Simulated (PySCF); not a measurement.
FH₃OSe₂Si, SMILES [SeH][Si]([SeH])(O)F. Geometry optimised at ωB97X-D3(BJ)/def2-SVP. Other conformers were not sampled.

The numbers are results of ωB97X-D3(BJ)/def2-SVP (PySCF), not measurements.

Harmonic wavenumbers (cm⁻¹): 86, 136, 174, 210, 224, 238, 252, 307, 405, 523, 676, 685, 811, 897, 962, 2498, 2502, 3910. Rotational constants (GHz): 2.153, 0.8311, 0.7082; symmetry number 1.

### Question
Work out the zero-point energy and the ideal-gas rigid-rotor harmonic-oscillator thermochemistry at 298.15 K and 1 atm.

### Answer
ZPE = ½ Σ hcν = ½ × 15495 cm⁻¹ = 22.15 kcal/mol. H − E(el) = 27.93 kcal/mol. Entropy in cal/(mol K): translation 42.12, rotation 29.92, vibration 20.55, total 92.59. G − E(el) = 0.32 kcal/mol. Cp = 28.49 cal/(mol K). Modes under 150 cm⁻¹ make the vibrational entropy uncertain.
